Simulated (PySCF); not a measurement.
**Correlation energy of Ag⁺ (silver, charge +1)**

[Kr] 4d9 5s1, high-spin 3D determinant (an excited configuration). All numbers are calculated (PySCF 2.14, a scalar-relativistic core potential, in aug-cc-pVTZ-PP with one added diffuse shell each of s, p, d, f, g type with ECP28MDF (7s7p6d4f3g, 113 functions)). Frozen: 4s2 4p6; 10 electrons correlated.

MP2 pair energies summed by pair of shells (mhartree):

```csv
pair,energy,share (%)
4d-4d,-292.86,87.1
4d-5s,-43.38,12.9
```

Total MP2 correlation energy: -336.23 mhartree.

Same-spin part -124.70 and opposite-spin part -211.54 mhartree; SCS-MP2 scales them by 1/3 and 6/5 to -295.41 mhartree.
